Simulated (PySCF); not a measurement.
**Trend along group 14: MSi cations**

CCSD(T) with double-zeta basis sets in PySCF, for the lowest determinant that a PBE0 search found; no spin–orbit coupling. De refers to high-spin ground-configuration atoms (the charge goes to the atom of lower measured ionisation energy or higher electron affinity, which is not always the lowest computed limit).

```
 M        basis  reference, frozen orbitals  charged atom  state (unpaired electrons)  Re (Å)  ωe (cm⁻¹)  De (eV)
 C     def2-SVP                      UHF, 6           Si+         quartet (σ ↑, π ↑↑)   1.825        853     3.30
Si  cc-pV(D+d)Z                     UHF, 10           Si+         quartet (σ ↑, π ↑↑)   2.300        461     3.11
Ge     def2-SVP                     UHF, 14           Ge+         quartet (σ ↑, π ↑↑)   2.359        366     2.91
Sn   x2c-SVPall                     UHF, 23           Sn+         quartet (σ ↑, π ↑↑)   2.565        309     2.35
Pb     def2-SVP                      UHF, 9           Pb+         quartet (σ ↑, π ↑↑)   2.649        276      n/a
```

By what factor does the well depth vary along the series?

At CCSD(T) it runs from 2.35 eV (SiSn⁺) to 3.30 eV (SiC⁺), a factor of 1.40.

The rows differ in basis set, which adds steps of its own.

Down a group the atoms grow and get heavier, so bonds lengthen and wavenumbers fall; this series shows no clear exception.

Correlated steps freeze the inner cores (6 to 23 orbitals); shallow outer-core shells are correlated. Correlated levels converge slowly with the basis: in double zeta they bind strong bonds too weakly, by up to about 1 eV, and carry superposition errors of some tenths. Spin–orbit coupling is left out, which matters for elements this heavy, above all for dissociation energies. For an ion De counts to the pair picked by the measured ionisation energies or electron affinities, which need not be the lowest pair at this level. The CCSD T1 diagnostic is raised in SiC⁺, a sign that a single reference may not be enough there. States were picked by a PBE0 search and need not be the measured ground states.
